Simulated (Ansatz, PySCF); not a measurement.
C5H5Cl, SMILES C(C(=C)Cl)C#C. Atoms are numbered in the order given.

```xyz
11

C      2.5869    -0.0941     1.0791
C      1.6559    -0.5296     0.4407
C      0.5265    -1.0556    -0.3280
C     -0.7736    -0.3238    -0.0834
C     -1.8755    -0.8677     0.4338
Cl    -0.7448     1.3623    -0.5603
H      3.4119     0.2953     1.6449
H      0.7669    -1.0026    -1.4052
H      0.3757    -2.1208    -0.0868
H     -2.7891    -0.2879     0.5727
H     -1.8753    -1.9189     0.7314
```

Geometry: B3LYP-D3(BJ)/def2-SVP. Other conformers were not sampled.

Two levels are set side by side: PBE-D3(BJ)/def2-SVP (Ansatz, a quantum-chemistry and plane-wave program) and B3LYP-D3(BJ)/def2-SVP (Ansatz). Each level has its own optimised geometry; the coordinates shown are those of the second. Frequencies come from the Hessian of PySCF at each geometry. Differences are taken from unrounded values.

```tsv
quantity	B3LYP-D3(BJ)
mean bond length (Å)	1.274
bond C1–C2 (Å)	1.210
bond C2–C3 (Å)	1.464
bond C3–C4 (Å)	1.512
bond C4–C5 (Å)	1.333
bond C4–Cl6 (Å)	1.753
bond C1–H7 (Å)	1.073
bond C3–H8 (Å)	1.105
bond C3–H9 (Å)	1.103
bond C5–H10 (Å)	1.091
bond C5–H11 (Å)	1.092
highest harmonic wavenumber (cm⁻¹)	3472
mean harmonic wavenumber (cm⁻¹)	1306
zero-point energy (kcal/mol)	50.39
```

Task: What does PBE-D3(BJ) give, and how far is it from B3LYP-D3(BJ)? (Estimate from the structure and the level; the computed values follow.)

Result: 
```csv
quantity,PBE-D3(BJ),PBE-D3(BJ) minus B3LYP-D3(BJ)
mean bond length (Å),1.280,0.006
bond C1–C2 (Å),1.221,0.011
bond C2–C3 (Å),1.463,-0.001
bond C3–C4 (Å),1.515,0.003
bond C4–C5 (Å),1.343,0.010
bond C4–Cl6 (Å),1.750,-0.002
bond C1–H7 (Å),1.081,0.007
bond C3–H8 (Å),1.114,0.009
bond C3–H9 (Å),1.111,0.008
bond C5–H10 (Å),1.099,0.008
bond C5–H11 (Å),1.100,0.008
highest harmonic wavenumber (cm⁻¹),3409,-63
mean harmonic wavenumber (cm⁻¹),1267,-39
zero-point energy (kcal/mol),48.90,-1.49
```

Exact exchange shortens and stiffens bonds; PBE has none. Differences between two approximate levels are no errors against the true value.
